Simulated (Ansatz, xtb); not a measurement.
## Br3HOSn: which of two structures lies lower

Structure X: `[OH][Sn]([Br])([Br])[Br]`, a singlet. Structure Y: a triplet given by its coordinates. Both are isolated molecules in the gas phase, relaxed with PBE0-D4/def2-SVP; the shapes shown needn't be the lowest conformers.

X (Å):

```xyz
6

Br    2.1646   -1.5536    0.4184
Br   -1.3565   -1.4606   -1.5852
Br    0.9625    1.8093   -1.4974
O    -0.5948    0.3757    1.4828
Sn    0.2377   -0.1697   -0.2095
H    -1.3713    0.9347    1.3447
```

Y (Å):

```yaml
atoms:
  - { symbol: Br, position_ang: [2.6427, -1.1969, 0.9155] }
  - { symbol: Br, position_ang: [-1.7456, -0.2881, -1.9641] }
  - { symbol: Br, position_ang: [0.7606, 1.1925, -1.8099] }
  - { symbol: O, position_ang: [-0.5376, 0.2802, 1.5209] }
  - { symbol: Sn, position_ang: [0.3137, -0.7071, 0.0258] }
  - { symbol: H, position_ang: [-1.3917, 0.6553, 1.2656] }
```

Close contacts (Å): Br1–Sn5 2.54, Br2–Br3 2.91, Br2–Sn5 2.89, Br3–Sn5 2.68, O4–Sn5 1.98, O4–H6 0.97.

Q: Which of the two would you expect CCSD(T)/def2-SVP + ΔMP2/def2-TZVPP electronic energies to favour?

A: Structure X; the calculation gives E(Y) − E(X) = +66.7 kcal/mol.

How the difference moves with the method:

| level | geometry | E(Y) − E(X) (kcal/mol) | departure from the last row (kcal/mol) | job, with rough time for the two |
| --- | --- | --- | --- | --- |
| PBE0-D4/def2-SVP | PBE0-D4/def2-SVP | +55.4 | −11.2 | optimisation, 9.6 min |
| HF/def2-SVP | PBE0-D4/def2-SVP | +61.9 | −4.7 | part of the CCSD(T) run |
| MP2/def2-SVP | PBE0-D4/def2-SVP | +69.8 | +3.1 | part of the CCSD(T) run |
| CCSD(T)/def2-SVP | PBE0-D4/def2-SVP | +65.2 | −1.5 | single point |
| CCSD(T)/def2-SVP + ΔMP2/def2-TZVPP | PBE0-D4/def2-SVP | +66.7 |  | single point, 9.3 min |

The levels shown agree on the order. The largest departure from CCSD(T)/def2-SVP + ΔMP2/def2-TZVPP is that of PBE0-D4/def2-SVP, 11.2 kcal/mol. Levels run at GFN2-xTB geometries aren't shown. The last row adds to CCSD(T) the change of the MP2 difference between the two basis sets, here +1.5 kcal/mol. The triplet state of Y needn't be its ground state.

With thermal terms from frequencies at re-optimised GFN2-xTB minima (ideal gas, soft modes damped towards free rotors, one conformer each, 298.15 K, 1 atm): on the last row, ΔE + ΔZPE = +65.9, ΔH = +66.3, ΔG = +64.9 kcal/mol.

Open shells are spin-unrestricted. The correlated steps freeze 32 core orbitals; the filled d shell of Br and Sn is correlated, in a basis made for valence electrons. Atoms past krypton carry core potentials in the def2 sets and no spin–orbit term is included. ΔG holds the spin degeneracy. Run with Ansatz 0.2.0, xtb 6.7.1; the last row on 2 threads of Intel(R) Xeon(R) Platinum 8259CL CPU @ 2.50GHz (Skylake/Cascade Lake) on a shared host.
